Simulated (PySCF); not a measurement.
Excitations are Tamm–Dancoff values on a coarser integration grid. The basis has no diffuse functions, so Rydberg states are missing or too high.

Cartesian coordinates (Å):
SMILES: [CH3][In]([CH3])[CH3]
```xyz
13

C     -0.8396     2.0235    -0.1100
In    -0.0108     0.0068     0.0043
C      2.1525    -0.2780     0.1110
C     -1.3236    -1.7385     0.0042
H     -0.4191     2.5517    -0.9776
H     -1.9333     2.0087    -0.1953
H     -0.5601     2.5892     0.7906
H      2.4776    -0.9915    -0.6591
H      2.6922     0.6677    -0.0234
H      2.4186    -0.7013     1.0905
H     -0.8908    -2.5567     0.5946
H     -1.4475    -2.0943    -1.0297
H     -2.3161    -1.4874     0.4001
```
Charge 0, spin multiplicity 1.

What dipole moment, total energy and brightest of the four lowest singlets (TDA) does PBE-D3(BJ)/def2-TZVP in PySCF give?


dipole moment: 0.01 D
total energy: -309.7266 Ha
brightest of the four lowest singlets (TDA): 5.70 eV
